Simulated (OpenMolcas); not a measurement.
# Ionisation energies of krypton

```json
{
  "Program": "OpenMolcas",
  "Basis": "ANO-RCC [9s8p6d4f2g]",
  "Scalar Hamiltonian": "DKH2, point nucleus",
  "Spin-orbit coupling": "RASSI with atomic mean-field integrals over the reference wave functions, term energies averaged over their components"
}
```

Active shells in each charge state: the valence s, p shells, with orbitals averaged over the low states. Where CASPT2's correlated closed shells are named, they are those of the first ion.

A. CASSCF
B. SS-CASPT2, IPEA 0.25 Eh, imaginary shift 0.1 Eh (closed shells correlated: 3s 3p 3d)

Energies in eV between the lowest computed levels, named as in B; reference values from the NIST Atomic Spectra Database with their kind.

```tsv
From	To	A	B	Spin-orbit share in B	Reference
Kr 4s2 4p6 1S0	Kr+ 4s2 4p5 2P* 3/2	13.029	13.954	-0.206	14.000 (measured)
Kr+ 4s2 4p5 2P* 3/2	Kr2+ 4s2 4p4 3P2	23.182	24.197	-0.084	24.360 (measured)
Kr2+ 4s2 4p4 3P2	Kr3+ 4s2 4p3 4S* 3/2	34.428	35.638	+0.290	35.838 (measured)
Kr3+ 4s2 4p3 4S* 3/2	Kr4+ 4s2 4p2 3P0	49.821	50.815	-0.554	50.850 (measured)
Kr4+ 4s2 4p2 3P0	Kr5+ 4s2 4p 2P* 1/2	63.040	64.097	-0.059	64.690 (semi-empirical)
Kr5+ 4s2 4p 2P* 1/2	Kr6+ 4s2 1S0	77.003	78.206	+0.613	78.490 (semi-empirical)
Kr6+ 4s2 1S0	Kr7+ 4s 2S 1/2	108.183	108.837	+0.000	109.130 (theoretical)
Kr7+ 4s 2S 1/2	Kr8+ 3d10 1S0	124.668	125.429	+0.000	125.802 (measured)
```

Error against the reference values, in %:

| From | Reference | A | B |
| --- | --- | --- | --- |
| Kr | measured | -6.9 | -0.3 |
| Kr+ | measured | -4.8 | -0.7 |
| Kr2+ | measured | -3.9 | -0.6 |
| Kr3+ | measured | -2.0 | -0.1 |
| Kr4+ | semi-empirical | -2.6 | -0.9 |
| Kr5+ | semi-empirical | -1.9 | -0.4 |
| Kr6+ | theoretical | -0.9 | -0.3 |
| Kr7+ | measured | -0.9 | -0.3 |

Mean absolute error over the 5 measured values: A 1.14 eV, B 0.16 eV. B lies closest.

* marks odd parity.
